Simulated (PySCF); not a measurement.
## Gas-phase XPS of 2-ethylpyrazine, computed

2-ethylpyrazine, C6H8N2.
SMILES with atom numbers: `[CH3:1][CH2:2][c:3]1[cH:4][n:5][cH:6][cH:7][n:8]1`

Method used: delta-SCF UKS SCAN, pcX-2 on the ionised atom, pcseg-1 elsewhere, spin-free X2C (PySCF 2.14.0). Vertical ΔSCF values, vacuum level as zero.

Problem. What binding energy does each computed site have?

Solution. 
```tsv
atom(s)	bonded to	level	binding energy (eV)	above the level's lowest (eV)	count
C1	C and 3 H	C 1s	290.61	0.00	1
C2	2 C and 2 H	C 1s	290.88	+0.27	1
C4	N (aromatic in the SMILES), C (aromatic in the SMILES) and H	C 1s	291.33	+0.72	1
C6	N (aromatic in the SMILES), C (aromatic in the SMILES) and H	C 1s	291.35	+0.74	1
C7	N (aromatic in the SMILES), C (aromatic in the SMILES) and H	C 1s	291.48	+0.87	1
C3	N (aromatic in the SMILES), C (aromatic in the SMILES) and C	C 1s	291.52	+0.91	1
N8	2 C (aromatic in the SMILES)	N 1s	404.94	0.00	1
N5	2 C (aromatic in the SMILES)	N 1s	405.10	+0.16	1
```

The listed C 1s values span 0.91 eV, from C1 (bonded to C and 3 H) to C3 (bonded to N (aromatic in the SMILES), C (aromatic in the SMILES) and C). The widest gap between neighbouring values is 0.45 eV, between 290.88 and 291.33 eV. The values 291.33 and 291.35 eV; the values 291.48 and 291.52 eV lie too close for their order to be trusted.

The 2 N 1s values lie within 0.16 eV of each other; Gaussian lines of 0.5 eV full width would blend them into one maximum.

Problem. Which photon energy gives electrons from C 1s of C1 a kinetic energy of 150 eV, and what is their de Broglie wavelength?

Solution. hν = 290.61 + 150 = 440.61 eV, recoil neglected; λ = 12.264 Å/√(E/eV) = 1.00 Å.

Problem. Give the binding energy of C 1s of C1 in hartree and in kJ/mol.

Solution. 290.61 eV = 10.6797 Eh = 28040 kJ/mol.

Geometry: PBE0-D3(BJ)/def2-SVP, one conformer, isolated molecule.

Conformer computed: `[CH3:1][CH2:2][c:3]1[cH:4][n:5][cH:6][cH:7][n:8]1`: C1–C2–C3–C4 121°.
